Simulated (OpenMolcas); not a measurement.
## Computed transition rates of Zr II

* Program: OpenMolcas 26.06
* Method: MS-CASPT2, IPEA 0.25 Eh, imaginary shift 0.1 Eh (closed shells correlated: 4s 4p)
* Basis: ANO-RCC-VTZP [7s6p4d2f1g]
* Scalar Hamiltonian: DKH2, point nucleus
* Active space: 3 electrons in 6 orbitals (4d 5s)
* State averaging: 2S+1 = 4 even, 20 roots; 2S+1 = 2 even, 70 roots kept (CI in the orbitals of an earlier block)
* Spin-orbit coupling: RASSI with atomic mean-field integrals over the reference wave functions, term energies averaged over their components

Rates come from the transition moments of the reference wave functions (E1 and E2 in the length form). At fixed line strength A goes as λ^-3 for E1 and M1 and as λ^-5 for E2, so a rate at the computed wavelength can be rescaled to the measured one. Measured vacuum wavelengths follow from level energies in NIST Handbook of Basic Atomic Spectroscopic Data. Branching counts decays inside the model space alone, at computed energies, and the table is only a selection of the M1 lines, drawn from those between levels with measured partners whose computed energy lies within a factor of 1.5 of the measured one.

```tsv
Upper	Lower	Type	λ computed (nm)	λ measured (nm)	A computed (s-1)	A rescaled (s-1)	Branching %
4d² 5s ⁴F_5/2	4d² 5s ⁴F_3/2	M1	32690	31780	1.22e-03	1.33e-03	100.0
4d³ ⁴F_5/2	4d³ ⁴F_3/2	M1	25110	30990	2.37e-03	1.26e-03	67.1
4d² 5s ⁴F_7/2	4d² 5s ⁴F_5/2	M1	23170	22280	3.47e-03	3.90e-03	100.0
4d³ ⁴F_7/2	4d³ ⁴F_5/2	M1	21410	24710	4.09e-03	2.66e-03	83.1
4d³ ⁴F_9/2	4d³ ⁴F_7/2	M1	20340	21830	3.20e-03	2.59e-03	79.1
4d² 5s ⁴F_9/2	4d² 5s ⁴F_7/2	M1	18730	17880	4.11e-03	4.72e-03	100.0
4d³ ⁴F_5/2	4d² 5s ⁴F_7/2	M1	4071	4691	5.65e-04		16.0
4d³ ⁴F_3/2	4d² 5s ⁴F_5/2	M1	4017	4429	1.13e-03		52.8
4d³ ⁴F_3/2	4d² 5s ⁴F_3/2	M1	3577	3887	7.02e-04		32.9
4d² 5s ²F_7/2	4d² 5s ⁴F_9/2	M1	2080	1944	1.14e-02		41.9
4d² 5s ²F_5/2	4d² 5s ⁴F_3/2	M1	1858	1738	1.72e-02		58.6
4d² 5s ²F_7/2	4d² 5s ⁴F_5/2	M1	1732	1625	4.77e-03		17.6
```

Spin-changing lines and M1 lines between different terms are not rescaled, since their strength hangs on the term gaps too.

The largest correction is for 4d³ ⁴F_5/2 → 4d³ ⁴F_3/2 (M1): 2.37e-03 × (25110 / 30990)^3 = 1.26e-03 s-1, a factor of 0.53.

The computed rate and branching of 4d² 5s ⁴F_5/2 → 4d² 5s ⁴F_3/2 give the upper level a radiative lifetime of 1.000 / 1.22e-03 s-1 = 8.20e+02 s, counting decays inside the model space alone. The rescaled rate gives about 7.5e+02 s.

These are rates of the free ion; in crystals, glasses and complexes forced electric-dipole and non-radiative decay shorten such lifetimes by orders of magnitude. No measured rate stands beside these. Rescaling mends the energy factor alone: line strengths can still be far off where a level mixes with configurations outside the active space, and weak or spin-changing lines hang on small mixing coefficients that depend on the term gaps too, so rescaling need not improve them.

CASPT2 breaks the degeneracy within a term, and the mean is taken; among the terms shown or strongly mixed into the levels shown the widest spread is 1200 cm-1 (4d² 5s ²F). Over all roots computed the reference weight is 0.87 to 0.93; the roots of lowest weight are the least certain, and an intruder state may touch them. Terms from blocks run as CI alone lack orbitals of their own. Configurations are named by rounded mean occupations; where the s occupation lies near a half they are strongly mixed, a name can repeat and a true partner stay unpaired. A single d shell beside an s shell can misplace configurations of different d count against each other. The CASPT2 spread within a term exceeds the gap to the next term for 4d³ ⁴F and 4d² 5s ²D(1), so the order of their levels is uncertain, and so are names and mixing where such terms share a J. Measured partners are found by configuration, term and J. A level has none where our copy of the source lacks it or the pairing is in doubt (some pairs that miss far off the trend of their configuration count as doubtful). Only configurations of the active space appear.

A number in round brackets counts repeated terms of one configuration in the order of the reference energies.
